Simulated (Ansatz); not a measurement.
Isolated molecules relaxed with PBE0-D4/def2-TZVP in Ansatz; ΔE leaves out vibrations. CBS: MP2 limit from def2 TZ/QZ plus the TZ coupled-cluster correction, frozen cores. This one scheme is used for every species. DFT in def2-TZVPP. B3LYP here is the variant with VWN-RPA as its local correlation; programs differ in this. For Ge outer-core shells are correlated without core-valence functions, which leaves a few kJ/mol of doubt a bond. Scalar relativity is left out up to krypton. One conformer a species, not always the lowest.

`[F][Ge]([F])([F])[SiH3]` + `N=C=O` → `O=C=[N][Ge]([F])([F])[F]` + SiH₄  (cleavage of the Ge–Si bond)

(1) Is it downhill or uphill in electronic energy at CCSD(T)/CBS, and by how much? (Estimate.)

(2) What do these levels give: B3LYP-D4, B2PLYP, PBE-QIDH, BLYP, r2SCAN0, CAM-B3LYP, MP2/def2-SVP, CCSD(T)/def2-SVP, MP2/def2-TZVPP, MP2/def2-QZVPP, MP2/CBS(def2), CCSD/CBS(def2)? (Best estimate.)

Largest T1 diagnostic among the species: 0.018.

Results:

(1) Ansatz gave: Downhill: ΔE = -2.5 kcal/mol.

(2) Computed: B3LYP-D4 -0.5, B2PLYP -2.8, PBE-QIDH -4.0, BLYP 2.2, r2SCAN0 -2.6, CAM-B3LYP -1.9, MP2/def2-SVP -9.3, CCSD(T)/def2-SVP -7.8, MP2/def2-TZVPP -6.3, MP2/def2-QZVPP -4.7, MP2/CBS(def2) -3.5, CCSD/CBS(def2) -3.0 kcal/mol.

From r2SCAN to r2SCAN0 (25 % exact exchange), in def2-TZVPP and without D4, ΔE moves by −1.7 kcal/mol. Leaving LDA and LC-ωPBE aside and taking each functional with its dispersion term where it has one, the values, not all of them listed here, spread over 7.1 kcal/mol, from PBE-QIDH to PBE-D4. At CCSD(T), def2-SVP lies −5.3 kcal/mol from the extrapolated value and def2-TZVPP −2.8 kcal/mol.
